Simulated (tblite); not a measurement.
Species: C7H10OSi.
Atom-mapped SMILES: `[CH2:1]=[CH:2][O:3][C:4]1=[CH:5][C:6](=[CH2:7])[SiH2:8][CH2:9]1` (hydrogens: H10, H11 on C1; H12 on C2; H13 on C5; H14, H15 on C7; H16, H17 on Si8; H18, H19 on C9)

Cartesian coordinates in Å at the GFN2-xTB level; atoms count from 1:
```
atom  x, y, z in Å
C1     2.644    0.889   -2.745
C2     1.529    0.706   -2.057
O3     1.376   -0.352   -1.219
C4     0.374   -0.368   -0.298
C5    -0.341    0.674    0.151
C6    -1.358    0.391    1.146
C7    -2.139    1.329    1.685
Si8   -1.330   -1.465    1.496
C9     0.106   -1.731    0.269
H10    3.484    0.227   -2.634
H11    2.733    1.702   -3.440
H12    0.673    1.364   -2.157
H13   -0.186    1.692   -0.171
H14   -2.064    2.370    1.406
H15   -2.882    1.088    2.425
H16   -2.549   -2.167    1.083
H17   -0.967   -1.808    2.873
H18    1.016   -2.110    0.736
H19   -0.127   -2.422   -0.542
```

Computed with GFN2-xTB (tblite): harmonic, unscaled wavenumbers at the GFN2-xTB geometry, gas phase. The method is semi-empirical: single wavenumbers can be off by several per cent or more. Modes of hydrogen on silicon can be 10 to 20 % off. One conformer, not necessarily the lowest.

Harmonic wavenumbers (cm⁻¹): 53.5, 65.9, 98.4, 156.1, 194.9, 300.6, 334.7, 361.0, 407.5, 440.0, 464.1, 500.5, 548.4, 606.8, 644.7, 672.9, 680.4, 681.1, 751.6, 770.7, 780.1, 828.7, 835.2, 873.2, 891.5, 959.0, 990.0, 1008.5, 1095.3, 1127.5, 1192.1, 1215.4, 1237.9, 1280.5, 1298.8, 1376.3, 1419.2, 1459.7, 1637.6, 1655.9, 1690.9, 2240.0, 2249.4, 2971.5, 2996.2, 3031.7, 3069.1, 3083.0, 3117.2, 3130.6, 3169.6.

A = 3033, B = 781.3, C = 631.2 MHz; mass 138.050 u (most abundant isotopes); point group C1, symmetry number 1.

What is the zero-point energy?

Half the sum of the wavenumbers: 31323 cm⁻¹ = 89.56 kcal/mol.

Entropy at 350 K, 1 bar (ideal gas, RRHO, classical rotation)?

Translation 41.50, rotation 30.23, vibration 34.31: S = 106.0 cal/(mol K).

And Cp and H(350 K) − H(0)?

Cp = 46.72 cal/(mol K), of which vibrations give 38.77 (their classical limit is 51 R = 101.3); H(350 K) − H(0) = 9.29 kcal/mol without the zero-point energy, 6.51 from vibrations.

Which modes carry the vibrational entropy at 350 K?

53.5 cm⁻¹: 5.00; 65.9 cm⁻¹: 4.59; 98.4 cm⁻¹: 3.80; 156.1 cm⁻¹: 2.90; 194.9 cm⁻¹: 2.48; 300.6 cm⁻¹: 1.69 cal/(mol K); the other 45 give 13.85 together.

Blend soft modes into free rotors: weight 1/[1 + (100 cm⁻¹/ν̃)⁴] for the oscillator and the rest for a rotor with moment μB/(μ + B), μ = h/(8π²ν), B = 10⁻⁴⁴ kg m². What vibrational entropy results?

31.63 cal/(mol K) in place of 34.31, which changes −T·S at 350 K by +0.94 kcal/mol.

How do the functions run with temperature in this model?

```csv
T (K),S (cal/(mol K)),Cp (cal/(mol K)),H − H(0) (kcal/mol),G − H(0) (kcal/mol),ln q(vib)
100,69.6,17.6,1.26,-5.70,1.60
200,85.2,29.0,3.57,-13.46,4.02
300,99.3,41.2,7.09,-22.69,6.58
500,125.1,60.3,17.37,-45.19,11.95
800,157.5,77.3,38.26,-87.76,19.80
1000,175.6,84.5,54.48,-121.11,24.65
```

q(vib) and H(0) count from the zero-point level.

Hindered rotation and anharmonicity are outside this model. Other conformers, if any are populated, would add a mixing term that is left out. The structure is chiral; the term R ln 2 for an equal mix with its mirror image is left out.
